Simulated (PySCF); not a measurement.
A series of related molecules.

All values: PBE0/pcSseg-1 (PySCF) at GFN2-xTB geometries, gas phase, one conformer each.

Question: Rank by dipole moment, lowest first.
A. `[CH3:1][C:2]1=[CH:3][P@:4](=[O:5])([CH2:6][OH:7])[CH:8]=[C:9]1[SiH3:10]` with C3–P4–C6–O7 -179°, P4–C6–O7–H -45°
B. `[CH3:1][C:2]1=[CH:3][P@:4](=[S:5])([CH2:6][OH:7])[CH:8]=[C:9]1[SiH3:10]` with C3–P4–C6–O7 -176°, P4–C6–O7–H -49°
C. `[CH3:1][c:2]1[cH:3][p:4]([CH2:5][OH:6])[cH:7][c:8]1[SiH3:9]` with C3–P4–C5–O6 49°, P4–C5–O6–H -53°

Answer: C (1.27 D), A (4.36 D), B (4.69 D).

Question: Rank by the lowest Hirshfeld charge on any atom, lowest value first.
A. `CC1=C[P@](=S)(CO)C=C1[SiH3]`
B. `CC1=C[P@](=O)(CO)C=C1[SiH3]`
C. `Cc1cp(CO)cc1[SiH3]`

Answer: B (-0.398 e), A (-0.315 e), C (-0.227 e).

Question: Rank by HOMO energy, lowest first.
A. `CC1=CP(CO)C=C1[SiH3]`
B. `CC1=C[P@](=N)(CO)C=C1[SiH3]`
C. `CC1=C[P@](=O)(CO)C=C1[SiH3]`

Answer: C (-7.23 eV), A (-6.77 eV), B (-6.52 eV).

All values together:

```csv
SMILES,change,formula,μ (D),HOMO (eV),LUMO (eV),lowest IAO charge (e),highest IAO charge (e),lowest Hirshfeld charge (e),highest Hirshfeld charge (e)
Cc1cp(CO)cc1[SiH3],parent,C6H11OPSi,1.27,-6.77,-1.45,-0.528 (O),+0.593 (Si),-0.227 (O),+0.309 (Si)
CC1=C[P@](=N)(CO)C=C1[SiH3],phosphine turned into its imine (P=NH),C6H12NOPSi,4.37,-6.52,-2.20,-0.976 (N),+1.309 (P),-0.395 (N),+0.378 (P)
CC1=C[P@](=S)(CO)C=C1[SiH3],phosphine turned into its sulfide,C6H11OPSSi,4.69,-6.57,-2.32,-0.590 (S),+1.052 (P),-0.315 (S),+0.320 (P/Si)
CC1=C[P@](=O)(CO)C=C1[SiH3],phosphine turned into its oxide,C6H11O2PSi,4.36,-7.23,-2.26,-0.904 (O),+1.486 (P),-0.398 (O),+0.409 (P)
```

Conformers: `[CH3:1][c:2]1[cH:3][p:4]([CH2:5][OH:6])[cH:7][c:8]1[SiH3:9]` with C3–P4–C5–O6 49°, P4–C5–O6–H -53°; `[CH3:1][C:2]1=[CH:3][P@:4](=[NH:5])([CH2:6][OH:7])[CH:8]=[C:9]1[SiH3:10]` with C3–P4–C6–O7 172°, P4–C6–O7–H -37°; `[CH3:1][C:2]1=[CH:3][P@:4](=[S:5])([CH2:6][OH:7])[CH:8]=[C:9]1[SiH3:10]` with C3–P4–C6–O7 -176°, P4–C6–O7–H -49°; `[CH3:1][C:2]1=[CH:3][P@:4](=[O:5])([CH2:6][OH:7])[CH:8]=[C:9]1[SiH3:10]` with C3–P4–C6–O7 -179°, P4–C6–O7–H -45°.

Q: Give the shifts from the parent, `Cc1cp(CO)cc1[SiH3]`.

A: 
```json
{"SMILES": "CC1=C[P@](=N)(CO)C=C1[SiH3]", "change in μ (D)": "+3.10", "change in HOMO (eV)": "+0.25", "change in LUMO (eV)": "-0.75"}
{"SMILES": "CC1=C[P@](=S)(CO)C=C1[SiH3]", "change in μ (D)": "+3.42", "change in HOMO (eV)": "+0.20", "change in LUMO (eV)": "-0.87"}
{"SMILES": "CC1=C[P@](=O)(CO)C=C1[SiH3]", "change in μ (D)": "+3.09", "change in HOMO (eV)": "-0.46", "change in LUMO (eV)": "-0.81"}
```
